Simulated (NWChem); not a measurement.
System: C4H9S, doublet; SMILES C(C)S[CH]C

The following NWChem deck was run.

```
start job
memory heap 200 mb stack 900 mb global 1100 mb
geometry units angstroms noautoz
  C      0.024237     2.754926     0.071195
  C     -0.540191     1.381283     0.002908
  S      0.530455     0.027740     0.033500
  C     -0.641107    -1.361842     0.045222
  C      0.108400    -2.680339     0.022448
  H      0.379339     3.127058    -0.910790
  H     -0.734899     3.469301     0.427109
  H      0.881843     2.805798     0.761712
  H     -1.553756     1.213649    -0.375822
  H     -1.268942    -1.275136     0.945831
  H     -1.297798    -1.266462    -0.834650
  H     -0.599796    -3.522624     0.030474
  H      0.764901    -2.782172     0.900009
  H      0.732732    -2.769560    -0.879570
end
basis spherical
  C library 6-311g**
  S library 6-311g**
  H library 6-311g**
end
dft
  odft
  mult 2
  xc xpbe96 cpbe96
  iterations 150
  mulliken
end
task dft gradient
```

Output (shortened):

```
             Northwest Computational Chemistry Package (NWChem) 7.3.0
             --------------------------------------------------------

 C1  symmetry detected

                             Geometry "geometry" -> ""
                             -------------------------

 Output coordinates in angstroms (scale by  1.889725989 to convert to a.u.)

  No.       Tag          Charge          X              Y              Z
 ---- ---------------- ---------- -------------- -------------- --------------
    1 C                    6.0000     0.03831230     2.75485189     0.03120288
    2 C                    6.0000    -0.52931264     1.38156294    -0.01370342
    3 S                   16.0000     0.54053620     0.02704435    -0.01416521
    4 C                    6.0000    -0.63124387    -1.36130315     0.04111334
    5 C                    6.0000     0.11590217    -2.68062727    -0.00213466
    6 H                    1.0000     0.36093247     3.12336885    -0.96327471
    7 H                    1.0000    -0.70793590     3.47117095     0.40974547
    8 H                    1.0000     0.91842960     2.80714185     0.69267777
    9 H                    1.0000    -1.55505061     1.21370257    -0.35799413
   10 H                    1.0000    -1.22873546    -1.27097803     0.96178509
   11 H                    1.0000    -1.31671550    -1.26817287    -0.81677392
   12 H                    1.0000    -0.59239650    -3.52216291     0.03222795
   13 H                    1.0000     0.80110130    -2.78021799     0.85347078
   14 H                    1.0000     0.70984361    -2.77346850    -0.92408985

 Effective nuclear repulsion energy (a.u.)     223.6080978516

  pbe96 is a nonlocal functional; adding pw91lda local functional.

                                 NWChem DFT Module
                                 -----------------

 Summary of "ao basis" -> "ao basis" (spherical)
 ------------------------------------------------------------------------------
       Tag                 Description            Shells   Functions and Types
 ---------------- ------------------------------  ------  ---------------------
 C                          6-311g**                 8       18   4s3p1d
 S                          6-311g**                12       26   6s5p1d
 H                          6-311g**                 4        6   3s1p

            General Information
            -------------------
          SCF calculation type: DFT
          Wavefunction type:  spin polarized.
          No. of atoms     :    14
          No. of electrons :    49
           Alpha electrons :    25
            Beta electrons :    24
          Charge           :     0
          Spin multiplicity:     2
          Use of symmetry is: off; symmetry adaption is: off
          Maximum number of iterations: 150
          AO basis - number of functions:   152
                     number of shells:    80
          Convergence on energy requested:  1.00D-06
          Convergence on density requested:  1.00D-05
          Convergence on gradient requested:  5.00D-04

              XC Information
              --------------
          PerdewBurkeErnzerhof Exchange Functional  1.000
            Perdew 1991 LDA Correlation Functional  1.000 local
           PerdewBurkeErnz. Correlation Functional  1.000 non-local

             Grid Information
             ----------------
          Grid used for XC integration:  medium
          Radial quadrature: Mura-Knowles
          Angular quadrature: Lebedev.
          Tag              B.-S. Rad. Rad. Pts. Rad. Cut. Ang. Pts.
          ---              ---------- --------- --------- ---------
          C                   0.70       49          15.0       434
          S                   1.00       88          11.0       590
          H                   0.35       45          15.0       434
          Grid pruning is: on
          Number of quadrature shells:   689
          Spatial weights used:  Erf1

      Superposition of Atomic Density Guess
      -------------------------------------

 Sum of atomic energies:        -552.65136612

      Non-variational initial energy
      ------------------------------

 Total energy =    -555.676583
 1-e energy   =   -1199.555749
 2-e energy   =     420.271069
 HOMO         =      -0.097182
 LUMO         =       0.048656

     ---------------------------------------------
      Total Density - Mulliken Population Analysis
     ---------------------------------------------

    Atom       Charge   Shell Charges
 -----------   ------   -------------------------------------------------------
    1 C    6     6.47   1.10  0.89  0.59  0.80  1.59  0.48  0.97  0.05
    2 C    6     6.42   1.10  0.89  0.54  0.81  1.42  0.54  1.06  0.05
    3 S   16    15.84   0.78  1.19  0.95  1.04  1.09  0.78  1.84  4.06  0.96  2.57  0.52  0.06
    4 C    6     6.37   1.10  0.89  0.53  0.79  1.49  0.53  0.99  0.06
    5 C    6     6.51   1.10  0.89  0.59  0.80  1.58  0.50  0.99  0.04
    6 H    1     0.83   0.24  0.44  0.13  0.02
    7 H    1     0.82   0.24  0.44  0.12  0.02
    8 H    1     0.83   0.24  0.44  0.13  0.02
    9 H    1     0.82   0.24  0.44  0.12  0.03
   10 H    1     0.82   0.24  0.43  0.13  0.02
   11 H    1     0.81   0.24  0.43  0.12  0.02
   12 H    1     0.82   0.24  0.43  0.12  0.02
   13 H    1     0.82   0.24  0.43  0.13  0.02
   14 H    1     0.83   0.24  0.43  0.13  0.02

     --------------------------------------------
      Spin Density - Mulliken Population Analysis
     --------------------------------------------

    Atom       Charge   Shell Charges
 -----------   ------   -------------------------------------------------------
    1 C    6     0.01   0.00 -0.00  0.00  0.00  0.00 -0.00 -0.00  0.01
    2 C    6     0.66   0.00 -0.00  0.12  0.00  0.25  0.01  0.28  0.00
    3 S   16     0.21   0.00 -0.00  0.00 -0.00 -0.00  0.00  0.00 -0.00  0.04  0.12  0.04  0.01
    4 C    6     0.01   0.00 -0.00  0.00  0.00  0.00 -0.00  0.00  0.00
    5 C    6     0.00   0.00 -0.00  0.00  0.00  0.00  0.00  0.00  0.00
    6 H    1     0.05   0.01  0.03  0.01  0.00
    7 H    1     0.01   0.00  0.01  0.00  0.00
    8 H    1     0.01   0.00  0.01  0.00  0.00
    9 H    1     0.01   0.00  0.00  0.00  0.01
   10 H    1     0.02   0.00  0.00  0.01 -0.00
   11 H    1     0.00   0.00  0.00  0.00 -0.00
   12 H    1     0.00   0.00  0.00  0.00  0.00
   13 H    1     0.00   0.00 -0.00  0.00  0.00
   14 H    1     0.00   0.00 -0.00  0.00  0.00

   convergence    iter        energy       DeltaE   RMS-Dens  Diis-err
 ---------------- ----- ----------------- --------- --------- ---------
 d= 0,ls=0.0,diis     1   -555.5782272343 -7.79D+02  2.04D-03  3.20D-01
                                                     1.71D-03  3.15D-01
 d= 0,ls=0.0,diis     2   -555.6163461046 -3.81D-02  1.94D-03  3.49D-02
                                                     1.75D-03  3.42D-02
 d= 0,ls=0.0,diis     3   -555.6026497754  1.37D-02  1.12D-03  6.09D-02
                                                     1.04D-03  5.87D-02
 d= 0,ls=0.0,diis     4   -555.6339016845 -3.13D-02  1.73D-04  6.48D-04
                                                     1.35D-04  6.24D-04
 d= 0,ls=0.0,diis     5   -555.6341819647 -2.80D-04  5.46D-05  5.98D-05
                                                     4.61D-05  6.15D-05
  Resetting Diis
 d= 0,ls=0.0,diis     6   -555.6342119957 -3.00D-05  1.89D-05  7.59D-06
                                                     1.23D-05  5.59D-06
 d= 0,ls=0.0,diis     7   -555.6342151089 -3.11D-06  1.37D-05  9.73D-07
                                                     1.61D-05  1.46D-06
 d= 0,ls=0.0,diis     8   -555.6342128494  2.26D-06  1.13D-05  5.75D-06
                                                     1.07D-05  5.19D-06
 d= 0,ls=0.0,diis     9   -555.6342158260 -2.98D-06  1.29D-06  3.51D-08
                                                     1.18D-06  3.60D-08
 d= 0,ls=0.0,diis    10   -555.6342158433 -1.73D-08  7.25D-07  9.29D-09
                                                     4.54D-07  7.87D-09

         Total DFT energy =     -555.634215843286
      One electron energy =    -1204.742802536350
           Coulomb energy =      475.847343670433
    Exchange-Corr. energy =      -50.346854828993
 Nuclear repulsion energy =      223.608097851624

 Numeric. integr. density =       49.000014392564

                    DFT Final Alpha Molecular Orbital Analysis
                    ------------------------------------------

[...]

                         DFT ENERGY GRADIENTS

    atom               coordinates                        gradient
                 x          y          z           x          y          z
   1 C       0.072400   5.205915   0.058965   -0.000743  -0.001799  -0.000503
   2 C      -1.000256   2.610775  -0.025896    0.005732  -0.002036  -0.000179
   3 S       1.021465   0.051106  -0.026768   -0.007262  -0.001057   0.000702
   4 C      -1.192878  -2.572490   0.077693    0.007606   0.001526  -0.000783
   5 C       0.219023  -5.065651  -0.004034   -0.002708   0.004095   0.000235
   6 H       0.682063   5.902311  -1.820325   -0.000411  -0.000710   0.000685
   7 H      -1.337805   6.559562   0.774307    0.000161  -0.000210  -0.000056
   8 H       1.735580   5.304729   1.308971   -0.000257  -0.000401  -0.000154
   9 H      -2.938620   2.293565  -0.676511   -0.001355   0.000115  -0.000063
  10 H      -2.321973  -2.401800   1.817510   -0.000459  -0.000220  -0.000126
  11 H      -2.488232  -2.396499  -1.543479   -0.000455  -0.000095   0.000259
  12 H      -1.119467  -6.655923   0.060902    0.000028   0.000079   0.000010
  13 H       1.513862  -5.253850   1.612826    0.000065   0.000336  -0.000001
  14 H       1.341410  -5.241096  -1.746277    0.000057   0.000378  -0.000027
```

Level: PBE/6-311G** (spherical d), spin-unrestricted. Geometry: optimised at PBE0/def2-SVP, spin-unrestricted. No frequency run checked for a minimum. No stability test was run on the SCF state.
